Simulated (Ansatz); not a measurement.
Reaction (formal exchange of groups at the Si–O bond): `CC[Si]O[SiH3]` + `COCS` → `[SiH3]OCS` + `CC[Si]OC`

Isolated molecules relaxed with PBE0-D4/def2-TZVP in Ansatz; ΔE leaves out vibrations. CCSD(T)/CBS is the MP2 limit (def2-TZVPP, def2-QZVPP) plus CCSD(T) − MP2 in def2-TZVPP, frozen cores. This one scheme is used for every species. Functionals use def2-TZVPP. One conformer a species, not always the lowest.

```json
{"level": "r2SCAN-D4", "ΔE (eV)": "0.37"}
{"level": "ωB97M-V", "ΔE (eV)": "0.36"}
{"level": "SCS-MP2/def2-TZVPP", "ΔE (eV)": "0.36"}
{"level": "MP2/CBS(def2)", "ΔE (eV)": "0.37"}
```

**Question.** What does CCSD(T)/CBS give? (Best estimate.)

**Answer.** The calculation gave: +0.37 eV. The listed levels differ from it by 0.00, -0.01, -0.01, 0.00 eV.

Largest T1 diagnostic among the species: 0.013.

The D4 term adds +0.03 eV with B3LYP and +0.02 eV with PBE0; it sums over pairs of atoms, weighted by their polarisabilities, and B3LYP, whose exchange is more repulsive, gets the larger term.

B3LYP here is the variant with VWN-RPA as its local correlation; programs differ in this.
